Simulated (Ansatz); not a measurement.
Isolated molecules relaxed with PBE0-D4/def2-TZVP in Ansatz; ΔE leaves out vibrations. CCSD(T)/CBS adds triple-zeta CCSD(T) − MP2 to the extrapolated MP2 energy (def2 sets, frozen cores). DFT in def2-TZVPP. B3LYP here is the variant with VWN-RPA as its local correlation; programs differ in this. For Ge outer-core shells are correlated without core-valence functions, which leaves a few kJ/mol of doubt a bond. Scalar relativity is left out up to krypton. Each species was taken in one conformer, which may not be the lowest.

Reaction (ligand exchange at the Si–C bond): `O[SiH](O)C#[C][GeH3]` + `CNC` → `CN(C)[SiH](O)O` + `C#[C][GeH3]`

```json
{"level": "PBE", "ΔE (kJ/mol)": "-18.5"}
{"level": "B3LYP", "ΔE (kJ/mol)": "-21.1"}
```

(1) What does CCSD(T)/CBS give? (Best estimate.)

Largest T1 diagnostic among the species: 0.012.

## Answers

(1) The calculation gave: -29.5 kJ/mol. The listed levels differ from it by 11.0, 8.4 kJ/mol.

From PBE to PBE0 (25 % exact exchange), in def2-TZVPP and without D4, ΔE moves by −3.3 kJ/mol. The D4 term adds −7.7 kJ/mol with B3LYP and −4.1 kJ/mol with PBE0; it sums over pairs of atoms, weighted by their polarisabilities, and B3LYP, whose exchange is more repulsive, gets the larger term.
